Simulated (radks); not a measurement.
Results of a calculation; reference values are marked as such.
Problem. The barium ion Ba38+, 18 electrons, occupied as [Ar]. Level of theory: Dirac Kohn-Sham, BLYP, spin-unpolarised, spherical densities, finite nucleus; Fermi nuclear charge, rms radius 4.8378 fm (a radial shooting solver on a logarithmic mesh with Libxc functionals). Some entries of the table are withheld. Estimate them.

orbital  occ.  eigenvalue (hartree)  <r> (bohr)  <1/r> (bohr^-1)
1s1/2       2             -1446.755     0.02558            60.70
2s1/2       2                   (1)      0.1082              (2)
2p1/2       2             -280.9557     0.09099            14.34
2p3/2       4             -266.6809     0.09678            13.10
3s1/2       2             -109.8842      0.2676            5.682
3p1/2       2                   (3)      0.2545            5.615
3p3/2       4                   (4)      0.2635            5.295

Solution. 
(1) 2s1/2 eigenvalue (hartree): -292.7298
(2) 2s1/2 <1/r> (bohr^-1): 14.40
(3) 3p1/2 eigenvalue (hartree): -105.4824
(4) 3p3/2 eigenvalue (hartree): -102.0341
